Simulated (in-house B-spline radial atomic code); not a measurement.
Values are calculated unless marked as measured or tabulated.
Building a PAW s channel for Cr, r_c = 2.92 bohr

Cr, [Ar] 3d5 4s1, non-relativistic LDA (VWN5), spherical and spin-unpolarised, from a B-spline radial code for spherical atoms (atomic units; all potentials screened as in the neutral atom).

Two all-electron partial waves φ1, φ2 are integrated outwards at E1 = ε(4s) = -0.150445 and E2 = E1 + 2 hartree; φ1 is the bound orbital and φ2 has unit norm inside r_c = 2.9201 bohr. Smooth partners are polynomials, r^1(a0 + a1 r² + a2 r⁴ + a3 r⁶), matched to φ and three derivatives at r_c, with no condition on the norm. The local potential is -2.03298 + (0.533174) r² + (-0.0602867) r⁴ + (0.00251355) r⁶ inside 2.4801 bohr and the all-electron one outside.

```csv
wave,φ(r_c),φ'(r_c),a0,a1,a2,a3
1,0.5801802,-0.03489592,0.2835208,-0.0006846041,-0.001733461,7.587231e-05
2,0.9891858,0.3692478,-2.625763,0.8542279,-0.07825064,0.002209855
```

Inside r_c the overlaps are <φi φj> = [[0.40022, -0.06219], [-0.06219, 1.00000]] and, for the smooth waves, [[0.49012, -0.60100], [-0.60100, 4.23218]]. With χj = (Ej − T − V_local) applied to smooth wave j, the program's quadrature gives the matrix B_ij = <smooth i, χj> as [[0.20461, -1.90373], [-0.82611, 9.11440]].

(1) Check the match of the first wave, and find the augmentation charges q_ij.

(2) B isn't symmetric. Show that D_ij = B_ij + Ej q_ij is.

Solving (T + V_local + Σ p D p) ψ = E (1 + Σ p q p) ψ in a sphere of 9 bohr, whose wall lifts the free-atom level a little, gives these levels:

```csv
all-electron,one projector,two projectors
-0.149114,-0.149114,-0.149114
0.111023,0.108165,0.110865
0.470367,0.427284,0.469435
0.985923,0.709324,0.984140
1.648240,1.128600,1.647880
```

(3) What does the second projector gain?

## Answers

(1) At r_c the four terms are 0.82791, -0.01705, -0.36805, 0.13736, which sum to 0.5802, φ1(r_c) to rounding. q_ij is the all-electron overlap less the smooth one: [[-0.08990, 0.53881], [0.53881, -3.23218]]. The smooth first wave has a norm of 0.4901 inside r_c against 0.4002, so q11 is negative and must stay small enough for the overlap operator to be positive.

(2) Integrating by parts gives B12 − B21 = (E1 − E2) q12: -1.90373 − (-0.82611) = -1.07762, and −2 × (0.53881) = -1.07763. So D12 = -1.90373 + (1.849555)(0.53881) = -0.90717 and D21 = -0.82611 + (-0.150445)(0.53881) = -0.90717; D11 = 0.21813, D22 = 3.13631. The projectors, p = (B⁻¹)ᵀ χ, are dual to the smooth waves; det B = 0.29.

(3) With one projector the errors are 0.00, -2.86, -43.08 millihartree, and the level at 0.7093 is out of step with the all-electron series: an extra state, or one far too low, so the pairing ends there; skipping it, the next levels are off by +142.7 millihartree. With two the errors are 0.00, -0.16, -0.93, -1.78, -0.36 millihartree. The scattering is exact at E1 and at E2 = 1.850, and over all levels compared the largest error is 1.8 millihartree. The lowest eigenvalue of the overlap operator is 0.6117 with one and 0.1012 with two projectors. The smooth orbital alone needs a cutoff of 1.48 hartree for 1 millihartree of kinetic energy, against 3.08 for a norm-conserving Troullier-Martins orbital of the same radius; part of the gain comes from giving up the norm, part from the simpler form.
